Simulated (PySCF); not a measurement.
BF2H5Si2.
Z-matrix (Å and degrees, PBE0-D3(BJ)/def2-SVP geometry), rows numbered from 1:
```
F 
B   1  1.3188
F   2  1.3200  1  116.54
Si  2  2.0259  1  122.87  3  -177.46
Si  4  2.3494  2  107.67  1   102.95
H   4  1.4961  2  109.35  1  -139.32
H   4  1.4942  2  111.20  1   -17.83
H   5  1.4941  4  110.76  2   176.57
H   5  1.4950  4  109.83  2   -62.76
H   5  1.4950  4  109.07  2    56.31
```

The closed-shell ground state was solved at several levels (PySCF, density fitting, gas phase, non-relativistic).

```
           level  basis functions  HOMO (eV)  LUMO (eV)  gap (eV)  dipole (D)
wB97X-D/pcSseg-2              264     -10.23       0.51     10.74        1.10
   PBE0/pcSseg-1              124      -8.51      -1.23      7.28        1.06
```

Question: Estimate the row for CAM-B3LYP/def2-SVPD, a basis of 154 functions; the other rows only guide the guess.

Answer: HOMO -9.72 eV, LUMO -0.24 eV, gap 9.48 eV, dipole 1.21 D.

Question: Over all these levels, which gives the widest orbital gap and which the narrowest?

Answer: wB97X-D/pcSseg-2 (range-separated hybrid) has the widest, 10.74 eV, and PBE0/pcSseg-1 (global hybrid, 25 % exact exchange) the narrowest, 7.28 eV. Functional and basis both differ between the two, so the spread mixes both effects.

Question: How far do the dipole and the HOMO energy spread over the levels?

Answer: The dipole runs from 1.06 to 1.21 D (mean 1.12 D) and the HOMO from -10.23 to -8.51 eV.

One conformer stands for the species.
